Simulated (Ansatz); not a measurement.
Relaxation of ClF₃H₄NOTa (11 atoms, charge 0, multiplicity 1), to a largest force component of 0.03 eV/Å in at most 50 steps.

Theory: RKS PBE0-D4/def2-SVP in Ansatz.

```xyz
11
Properties=species:S:1:pos:R:3
Ta -0.042 0.178 0.074
N 2.056 0.161 0.071
H 2.575 0.522 0.867
H 2.617 0.114 -0.775
F 0.232 0.536 1.910
O 0.038 -0.373 -1.714
H 0.170 -0.823 -2.546
F -0.797 1.847 -0.254
F -1.273 -1.149 0.553
Cl 1.389 -3.119 0.826
H 2.110 -2.004 0.680
```

Task: Where does it end, and by what steps?

Result: The run converged. After 11 steps the energy has fallen by 0.215 eV; Cl10 moved furthest, 0.63 Å.

```csv
step,energy less start (eV),largest force component (eV/Å),accepted
0,0.0000,1.912,yes
1,-0.1370,0.955,yes
2,-0.1717,0.842,yes
3,-0.1888,0.403,yes
4,-0.1983,0.339,yes
5,-0.2053,0.190,yes
6,-0.1792,0.847,no
7,-0.2133,0.083,yes
8,-0.2136,0.048,yes
9,-0.2142,0.099,yes
10,-0.2145,0.049,yes
11,-0.2148,0.016,yes
```

```xyz
11
Properties=species:S:1:pos:R:3
Ta -0.063 0.277 0.070
N 1.904 -0.008 0.202
H 2.420 0.348 1.005
H 2.510 -0.133 -0.605
F 0.128 0.838 1.869
O 0.007 -0.365 -1.688
H 0.116 -0.837 -2.515
F -0.697 1.971 -0.414
F -1.215 -1.079 0.650
Cl 1.959 -3.216 0.566
H 2.006 -1.906 0.552
```

Whether the end is a true minimum wasn't checked by a vibrational analysis.

Time of the run: 46 s on 4 threads of Arm Neoverse V1, with other jobs on the host, peak memory 0.43 GiB.
